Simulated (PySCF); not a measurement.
Isomers of C4H6Si. Theory: PySCF, PBE0-D3(BJ)/def2-SVP geometry optimisation, gas phase. One conformer each; no zero-point energy, no entropy. No frequencies were run at this level. Point groups hold within 0.08 Å.

Question: Order them by energy at this level, lowest first, and give relative energies in kcal/mol.
A. silole, `C1=C[SiH2]C=C1`
B. `C#C/C=C\[SiH3]`
C. `[SiH]1(C#C)CC1`

Answer: A (0.0), C (39.6), B (41.3).

As drawn, the highest has a C≡C bond, which the lowest lacks. Neighbours under 2.5 kcal/mol apart (C#C[SiH]1CC1 and C#C/C=C\[SiH3]) can change places with a better method, another conformer or zero-point energy.

```csv
SMILES,E (Eh),E rel (kcal/mol),dipole (D),point group,"A, B, C (MHz)"
C1=C[SiH2]C=C1,-444.97575,0.0,0.58,C2v,"6690, 4923, 2933"
C#C[SiH]1CC1,-444.91265,39.6,0.31,Cs,"10887, 2320, 2267"
C#C/C=C\[SiH3],-444.90987,41.3,0.56,Cs,"7439, 2516, 1923"
```
